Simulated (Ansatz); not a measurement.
Coupled-cluster diagnostics for B₁₀⁺, Ansatz.

Geometry of the doublet (PBE0-D4/def2-SVP):

| atom | x (Å) | y (Å) | z (Å) |
| --- | --- | --- | --- |
| B1 | -0.148 | 0.779 | -2.053 |
| B2 | -0.443 | -1.310 | 0.604 |
| B3 | -0.859 | -0.804 | 2.038 |
| B4 | 0.740 | 0.799 | 0.734 |
| B5 | -1.029 | 0.409 | 0.894 |
| B6 | -0.622 | 1.027 | -0.545 |
| B7 | 0.302 | -1.200 | -0.852 |
| B8 | 1.079 | 0.464 | -0.810 |
| B9 | 0.216 | 0.305 | 2.162 |
| B10 | 0.763 | -0.468 | -2.172 |

Correlated methods freeze 10 core orbitals. The structure comes from a short search, and lower isomers may exist.

Geometry of the charge 1 quartet (PBE0-D4/def2-SVP):

```tsv
atom	x (Å)	y (Å)	z (Å)
B1	1.967	-0.688	-0.334
B2	-0.523	1.053	0.806
B3	-1.785	0.450	1.706
B4	-0.749	-0.246	-0.729
B5	-0.781	-0.824	1.028
B6	0.537	-1.194	0.236
B7	0.709	0.958	-0.199
B8	0.621	-0.202	-1.529
B9	-2.054	0.116	0.216
B10	2.058	0.577	-1.201
```

Problem. Estimate the CCSD(T) correlation energy, the shares of MP2 and (T), T1 and the reference's ⟨S²⟩ for: charge 1, doublet, own geometry in def2-SVP; charge 1, quartet, own geometry in def2-SVP; and the rough time on 4 threads of Arm Neoverse V1 on a shared host.

Solution. 
```
                          state     basis  correlation (eV)  MP2 share (%)  (T) share (%)     T1  ⟨S²⟩ (pure)  wall time                        remarks
charge 1, doublet, own geometry  def2-SVP           -24.216           90.2            7.7  0.034  0.93 (0.75)       85 s  spin-contaminated (⟨S²⟩ 0.93)
charge 1, quartet, own geometry  def2-SVP           -23.935           90.3            7.8  0.039  3.95 (3.75)       91 s  spin-contaminated (⟨S²⟩ 3.95)
```
Customary marks for T1 are 0.02 (closed shells), 0.045 (open shells) and about 0.05 (3d metals). T1 exceeds 0.02 in 2 of 2 rows and 0.045 in 0; the higher it lies, the less the single-reference result can be trusted.
